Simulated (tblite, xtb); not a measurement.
C3H7O, doublet, at a GFN2-xTB geometry. Base run: GFN1-xTB run with xtb.

Geometry (Å):
```xyz
11

O     -0.0489    -0.6722     0.0681
C     -0.0557     0.7275    -0.0566
C      1.2255    -1.2362    -0.0817
C     -1.4145     1.2559     0.1097
H      0.6339     1.1765     0.6922
H      0.3606     1.0203    -1.0459
H      1.1063    -2.3114     0.0336
H      1.6455    -1.0205    -1.0731
H      1.9214    -0.8629     0.6813
H     -2.2229     0.5818     0.2973
H     -1.5855     2.3105     0.0418
```
Charge 0, spin multiplicity 2.
All else is at xtb's defaults.
Base energy -14.72485 Eh.

Programs used: tblite, xtb; a row that names a program was run with it.

The base run was repeated with changes; each row names its change, and settings that it needs were set with it.

| change | ΔE vs base (kJ/mol) | dipole (D) | G_solv (kcal/mol) | SCF cycles |
|---|---|---|---|---|
| base | 0.00 | 2.36 | - | 9 |
| program = tblite; method = gfn1; option = (--alpb, water) | -8.69 | - | - | - |
| gbsa = acetonitrile | -18.19 | 2.62 | -4.75 | 9 |
| alpb = acetonitrile | -18.30 | 2.55 | -4.59 | 9 |
| program = tblite; method = gfn1; option = --grad | 0.00 | - | - | - |
| etemp = 1000 | 0.00 | 2.36 | - | 9 |
| program = tblite; method = gfn1; option = (--etemp, 2000) | -0.01 | - | - | - |
| etemp = 5000 | -3.36 | 2.46 | - | 9 |

ALPB and GBSA are two models with their own fitted parameters for each solvent, which aren't always the measured dielectric constant.
